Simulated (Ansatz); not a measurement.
H$_{7}$OPSi$_{2}$, SMILES `O[SiH2][SiH2]P`. Total charge 0; spin multiplicity 1. The structure was optimised at the PBE0-D4/def2-TZVP level. It is one conformer, not always the lowest.

```xyz
11

O     1.592   -1.023    0.668
Si    1.278    0.246   -0.347
Si   -0.868    0.979    0.215
P    -2.375   -0.705    0.209
H     2.444   -1.455    0.591
H     2.308    1.316   -0.198
H     1.306   -0.187   -1.775
H    -0.882    1.596    1.570
H    -1.321    2.006   -0.765
H    -1.973   -1.181   -1.069
H    -1.509   -1.593    0.902
```

Question: What is the dipole moment at PBE/def2-TZVPP? (Best estimate.)

Answer: Computed: 1.80 D, with components (1.66, -0.54, -0.44) D in this frame, pointing from negative to positive charge.

Question: And with r2SCAN, B3LYP, ωB97M-V? (Best estimate.)

Answer: The calculation gave: r2SCAN 1.89 D, B3LYP 1.84 D, ωB97M-V 1.85 D.

Question: Give the Mulliken charges with PBE, ωB97M-V, r2SCAN in def2-TZVPP. (Estimate.)

Answer: Computed: 
```
atom    PBE  ωB97M-V  r2SCAN
  O1  -0.35    -0.38   -0.42
 Si2   0.33     0.32    0.42
 Si3   0.14     0.09    0.20
  P4  -0.16    -0.20   -0.13
  H5   0.19     0.17    0.20
  H6  -0.08    -0.05   -0.10
  H7  -0.08    -0.05   -0.10
  H8  -0.05    -0.02   -0.07
  H9  -0.05    -0.02   -0.07
 H10   0.05     0.06    0.02
 H11   0.06     0.08    0.04
```

B3LYP here is the variant with VWN-RPA as its local correlation; programs differ in this.
